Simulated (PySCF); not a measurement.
B(CF3)(Cl)(H) (CHBClF₃), SMILES FC(F)(BCl)F. Atoms are numbered in the order given.

```xyz
7

B      0.8049    -0.5820     0.0000
C      0.0149     0.8155     0.0000
F     -1.3221     0.7202     0.0000
F      0.3692     1.5298     1.0912
F      0.3692     1.5298    -1.0912
Cl    -0.0507    -2.0848     0.0000
H      2.0019    -0.5605     0.0000
```

Geometry: B3LYP-D3(BJ)/def2-SVP. This is a generated structure with no PubChem entry under its InChIKey; it may be hypothetical.

Two levels are set side by side: PBE/pcSseg-1 (PySCF) and B3LYP/pcSseg-1 (PySCF). GIAO shifts against BF3 (¹¹B), CFCl3 (¹⁹F), HCl (³⁵Cl), TMS (¹H), TMS (¹³C) at the same level; non-relativistic, no solvent, atoms listed together averaged. Without spin–orbit terms, shifts of atoms bonded to Cl or Br come out too high at both levels. Differences are taken from unrounded values.

```tsv
quantity	B3LYP	PBE	PBE minus B3LYP
δ(¹¹B) of B1 (ppm)	54.2	53.7	-0.6
δ(¹³C) of C2 (ppm)	133.7	136.7	3.0
δ(³⁵Cl) of Cl6 (ppm)	322.7	361.9	39.2
δ(¹H) of H7 (ppm)	6.57	6.75	0.18
```

Rough cost on one machine, each run with all the roots and properties that it gave: B3LYP against PBE within a factor of 2.
